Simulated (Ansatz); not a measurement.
`FB(S)Cl` + `BO` → `BOB(F)S` + HCl at 298.15 K and 1 bar (ligand exchange at a B–Cl bond).

Program: Ansatz. Geometries: PBE0-D4/def2-TZVP. ΔE: electronic, gas phase. CCSD(T)/CBS is the MP2 limit (def2-TZVPP, def2-QZVPP) plus CCSD(T) − MP2 in def2-TZVPP, frozen cores. This one scheme is used for every species. Each species was taken in one conformer, which may not be the lowest.

```tsv
species	CCSD(T)/CBS energy (Eh)	H − E (kJ/mol)	S (J/(mol·K))
`FB(S)Cl`	-982.86970	61.7	299.6
`BO`	-101.80414	103.5	230.4
`BOB(F)S`	-624.30015	131.7	330.7
HCl	-460.38127	26.6	186.8
```

H − E and S are ideal-gas, rigid-rotor, harmonic terms from PBE0-D4/def2-TZVP, for one conformer and one mirror image of each species. 1 Eh = 2625.50 kJ/mol, R = 8.31446 J/(mol·K).

By hand: ΔE, ΔH, ΔS and ΔG.

ΔE = (-624.30015) + (-460.38127) − (-982.86970) − (-101.80414) = -0.00758 Eh = -19.9 kJ/mol. Δ(H − E) = 131.7 + 26.6 − 61.7 − 103.5 = -6.9, so ΔH = -26.8 kJ/mol. ΔS = 330.7 + 186.8 − 299.6 − 230.4 = -12.5 J/(mol·K). ΔG = -26.8 − 298.15 × (-12.5)/1000 = -23.1 kJ/mol.

By hand: the equilibrium constant, and the temperature at which ΔG would vanish if ΔH and ΔS stayed fixed.

log₁₀ K = −ΔG/(RT ln 10) = 4.0. ΔG = 0 at ΔH/ΔS = 2144 K, though so small a ΔS makes that figure unsure.

The number of gas molecules stays the same, so ΔS is small and ΔH decides. A doubt of 5 kJ/mol in ΔE shifts log₁₀ K by 0.9 here. Other conformers and mirror images would add mixing entropy, several J/(mol·K) or more a flexible species. Modes under 60 cm⁻¹, often nearly free rotors, make the harmonic entropy too high. These are equilibria of isolated gas molecules and say nothing of rates. Largest T1 diagnostic: 0.014 (customary marks: 0.02 for closed shells, 0.045 for open ones).
